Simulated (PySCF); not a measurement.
A geometry optimisation on `[H]/N=C\C=C\B(F)F`.

Method: PBE0-D3(BJ)/def2-SVP geometry optimisation, gas phase (PySCF 2.14.0). Start geometry: GFN2-xTB. The input is one job of a driver script: a line of settings, then coordinates in Å.

Command:
```bash
OMP_NUM_THREADS=1 python probes_run.py task.json out
```

Input:
```
{"job": {"xc": "PBE0", "basis": "def2-SVP", "d3": "d3bj", "grid": 1, "shake": 0.01, "kind": "geom"}, "charge": 0, "multiplicity": 1}
N     -2.668830     0.636290    -0.057130
C     -1.707230    -0.057600     0.252990
C     -0.313830     0.234060     0.005570
C      0.739950    -0.576510     0.379730
B      2.196130    -0.265250     0.110040
F      3.176770    -1.054090     0.481730
F      2.604080     0.841640    -0.488090
H     -2.437730     1.538870    -0.542260
H     -1.922800    -0.983080     0.782470
H     -0.072900     1.165880    -0.482900
H      0.444500    -1.506040     0.896980
```

Output:
```
step   0  E = -395.38085249  max force = 0.062491
step   1  E = -395.38749619  max force = 0.012683
step   2  E = -395.38758388  max force = 0.009734
step   3  E = -395.38839765  max force = 0.005608
step   4  E = -395.38816929  max force = 0.006369
step   5  E = -395.38860141  max force = 0.002719
step   6  E = -395.38865393  max force = 0.002741
step   7  E = -395.38878223  max force = 0.000378
step   8  E = -395.38880139  max force = 0.000272
step   9  E = -395.38881863  max force = 0.000187
step  10  E = -395.38881793  max force = 0.000197
optimisation converged
```

Energies in Eh; «max force» is the largest Cartesian gradient component in Eh/bohr.

**Question.** At which steps does the energy rise by more than 1e-5 Eh?

**Answer.** At step 4 (+0.23 mEh).

**Question.** Give the first gradient maximum in eV/Å.

**Answer.** With 1 Eh/bohr = 51.422 eV/Å, 3.213 eV/Å.

Summary of the converged run: final energy -395.38882 Eh after 10 steps; dipole 0.28 D.

**Question.** Give the final coordinates.

**Answer.** 0.047 Å rms from the input after alignment:
```
atom  x, y, z in Å
N1    -2.6406    0.8701    0.1444
C2    -1.6932    0.0544    0.3786
C3    -0.2796    0.2431    0.0425
C4     0.6851   -0.6524    0.3259
B5     2.1651   -0.3966   -0.0484
F6     3.1141   -1.2618    0.2560
F7     2.5307    0.7014   -0.6890
H8    -2.2771    1.7081   -0.3268
H9    -1.9437   -0.8942    0.8844
H10   -0.0201    1.1799   -0.4690
H11    0.4050   -1.5805    0.8383
```

**Question.** How long does this job take on one thread of an Arm Neoverse V1, no GPU, shared host with 32 logical CPUs at a one-minute load of 14? And the peak memory of the process?

**Answer.** About 52 s, with 0.50 GiB resident at the peak, the Python interpreter and its libraries included.
Labels such as C1 count atoms from 1, the log's own numbers from 0.
